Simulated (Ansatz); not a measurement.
Born–Oppenheimer molecular dynamics of CH8GeS (11 atoms, charge 0, multiplicity 1). It starts at the highest image of a converged band. Of that band: Neighbouring images differ by up to 2.7 eV, so the band resolves the path poorly. A vibrational analysis at the climbing image gives one clearly imaginary mode, 1190i cm⁻¹: a first-order saddle point.

Method: RKS PBE/def2-SVP in Ansatz 0.2.0.

```
ensemble                      : NVE (velocity Verlet)
time step                     : 0.5 fs
steps asked                   : 200
starting velocities drawn for : 100 K
seed                          : 3260
```

First frame:

```xyz
11
Properties=species:S:1:pos:R:3
Ge -0.219 1.113 0.384
S 2.096 -0.271 0.743
H -1.688 1.370 -0.130
H -0.350 1.109 1.929
H 0.667 2.180 -0.298
H 0.615 -0.597 -0.196
C -0.522 -0.813 -0.878
H 1.586 -0.986 1.785
H -1.450 -1.116 -0.357
H 0.013 -1.742 -1.179
H -0.748 -0.248 -1.802
```

(1) How far do the bonds stretch over the last three quarters of this one trajectory? (Pairs bonded in most of those frames.)

## Answers

(1) 
```tsv
bond	mean (Å)	spread (Å)	shortest	longest
Ge1–S2	2.286	0.170	2.05	2.59
Ge1–H3	1.553	0.014	1.53	1.58
Ge1–H4	1.561	0.009	1.55	1.58
Ge1–H5	1.554	0.004	1.55	1.56
S2–H8	1.362	0.007	1.35	1.37
H6–C7	1.107	0.008	1.09	1.13
C7–H9	1.106	0.011	1.08	1.13
C7–H10	1.109	0.019	1.08	1.14
C7–H11	1.107	0.014	1.08	1.13
```

Mean temperature of the second half: 2174 K. The conserved energy stayed within 0.036 meV per atom of its start (net change -0.0065 meV per atom), so the integration is sound. The system heated up, since it started high on the potential surface and ran downhill. A run of 0.1 ps of so small a system gives no equilibrium averages. The orbitals stay closed-shell, which can raise the energy where a bond breaks towards radicals; this wasn't checked here.

Time of the run: 5.7 min on 2 threads of Arm Neoverse V1, on a shared host, peak memory 0.14 GiB.
